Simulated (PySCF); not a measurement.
Cl2GeH2, SMILES [Cl][GeH2][Cl], point group C2v.

Force field and properties: OLYP/pcSseg-1 (PySCF, grid level 2). Vibrational terms come from second-order perturbation theory with semi-diagonal cubic constants, by steps of ±0.8 along the normal coordinates of each isotopologue. The parent has the commonest isotopes.

Equilibrium geometry (Å):

```csv
atom,x,y,z
Cl1,1.7927,1.0403,-0.0873
Ge2,0.0032,-0.1733,-0.0063
Cl3,-1.7336,1.1169,-0.0332
H4,-0.0354,-1.0424,-1.2712
H5,0.0075,-0.9301,1.3293
```

Problem. Give the equilibrium and ground-state rotational constants (MHz) of parent; ²H at 4.

Solution. 
```csv
species,Ae,Be,Ce,A0,B0,C0,Δ0 (u Å²),harmonic ZPE (cm⁻¹)
parent,7909.3,2286.9,1817.6,7870.7,2283.4,1810.8,-6.449,3995
²H at 4,7480.6,2270.1,1804.4,7448.8,2266.3,1797.9,-9.754,3495
```

Δ0 = Ic − Ia − Ib from the ground-state constants.

Problem. How is the parent's vibrational correction B0 − Be made up?

Solution. 
```json
{"axis": "a", "harmonic": "30.3", "Coriolis": "-2.71", "cubic": "-66.2", "total (MHz)": "-38.6"}
{"axis": "b", "harmonic": "3.42", "Coriolis": "-0.141", "cubic": "-6.76", "total (MHz)": "-3.49"}
{"axis": "c", "harmonic": "1", "Coriolis": "-0.258", "cubic": "-7.46", "total (MHz)": "-6.72"}
```

Problem. And its quartic centrifugal distortion constants from the harmonic force field?

Solution. Asymmetric top, A reduction, Ir representation: ΔJ = 0.886 kHz, ΔJK = -9.06 kHz, ΔK = 62.2 kHz, δJ = 0.303 kHz, δK = 1.6 kHz.

Problem. Which nuclear quadrupole couplings χaa, χbb, χcc (MHz) does the parent show, at equilibrium and averaged?

Solution. 35Cl at 1: -27.6, 0.0, 27.6 and -27.4, -0.2, 27.6; 35Cl at 3: -27.6, 0.0, 27.6 and -27.4, -0.2, 27.6.

A mode lies under 250 cm⁻¹, where this perturbation treatment is rough.
